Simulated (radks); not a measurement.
The phosphorus anion P3-, [Ar], held by a Watson sphere: a shell of charge +3 at radius R that stands for the Madelung well of a crystal (potential energy -3/R inside, -3/r outside, in hartree with lengths in bohr). All-electron calculation, non-relativistic Kohn-Sham, PBEsol, spin-polarised, spherical densities, point nucleus. Program: a radial shooting solver on a logarithmic mesh with Libxc functionals. Response by self-consistent Sternheimer equations with the Hartree and adiabatic LDA kernel. The sphere does not respond.

| R (bohr) | e(2p) (eV) | e(3s) (eV) | e(3p) (eV) | <r> 3p (bohr) | sum of <r^2> (bohr^2) | X-ray form factor at sin(theta)/lambda = 0.2 1/angstrom | alpha (bohr^3) |
|---|---|---|---|---|---|---|---|
| 2.41 | -120.61 | -15.115 | -7.275 | 2.407 | 52.42 | 10.547 | 37.35 |
| 2.45 | -120.61 | -14.982 | -7.190 | 2.423 | 53.07 | 10.521 | 38.43 |
| 2.82 | -120.64 | -13.855 | -6.421 | 2.572 | 59.16 | 10.335 | 50.20 |
| 3.09 | -120.66 | -13.149 | -5.892 | 2.679 | 63.71 | 10.248 | 61.15 |
| 3.75 | -120.57 | -11.800 | -4.761 | 2.933 | 75.32 | 10.158 | 99.01 |
| 3.9 | -120.54 | -11.559 | -4.539 | 2.989 | 78.07 | 10.154 | 110.3 |
| 4.35 | -120.41 | -10.959 | -3.951 | 3.157 | 86.66 | 10.163 | 152.0 |
| 4.36 | -120.41 | -10.947 | -3.939 | 3.160 | 86.86 | 10.164 | 153.0 |
| 4.5 | -120.36 | -10.794 | -3.779 | 3.212 | 89.65 | 10.170 | 168.7 |
